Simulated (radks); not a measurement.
Excited configurations of Br2+: one electron is placed in a higher orbital outside [Ar] 3d10 4s2 4p2. The ground configuration is [Ar] 3d10 4s2 4p3. Method: scalar-relativistic Kohn-Sham, PBE, spin-polarised, spherical densities, point nucleus; open shells are filled with parallel spins first; computed with a radial shooting solver on a logarithmic mesh with Libxc functionals. Excitation = E - E(ground); binding = E(ion) - E, where the ion is the core of charge +3; n* = 3/sqrt(2 binding) in atomic units, and the quantum defect is n - n*.

outer orbital  excitation (eV)  binding (eV)     n*  quantum defect  eigenvalue (eV)  <r> (bohr)
4d                      17.476        17.648  2.634           1.366          -13.733       2.710
4f                      26.786         8.339  3.832           0.168           -6.545       5.316
5s                      17.919        17.205  2.668           2.332          -14.610       3.727
6f                      31.144         3.980  5.547           0.453           -3.393       14.03
7s                      29.248         5.876  4.565           2.435           -5.131       10.86
7p                      29.958         5.166  4.869           2.131           -4.494       12.08
7d                      31.093         4.031  5.511           1.489           -3.489       14.95
7f                      32.187         2.937  6.457           0.543           -2.545       19.84

The Delta-SCF ionisation energy is 35.124 eV (NIST Atomic Spectra Database: 34.87 eV, measured). Self-interaction in the functional shifts the binding energies and quantum defects, so they are the method's values and not measured ones. Open shells are spherical and high-spin; term and fine-structure splittings are not resolved.
